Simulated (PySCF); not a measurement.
C5H4F2, SMILES C1=CC(F)(C=C1)F.

Geometry: PBE-D3(BJ)/def2-SVP. One conformer was computed; it need not be the lowest.

Level of theory: PySCF with B3LYP/def2-TZVP.

Symmetry labels are those of the subgroup C2v that the program uses (full group C2v).

Question: List the valence orbital energies around the gap with their symmetry. (The exact figures need the calculation; the answer reports its results.)

Answer: 
```csv
orbital,symmetry,energy (eV)
HOMO−7,A2,-11.75
HOMO−6,B2,-11.75
HOMO−5,A1,-11.34
HOMO−4,B1,-11.17
HOMO−3,A1,-10.56
HOMO−2,B1,-9.62
HOMO−1,B2,-9.28
HOMO,A2,-6.81
LUMO,B1,-2.18
LUMO+1,A2,1.12
LUMO+2,A1,1.23
LUMO+3,B2,2.06
```
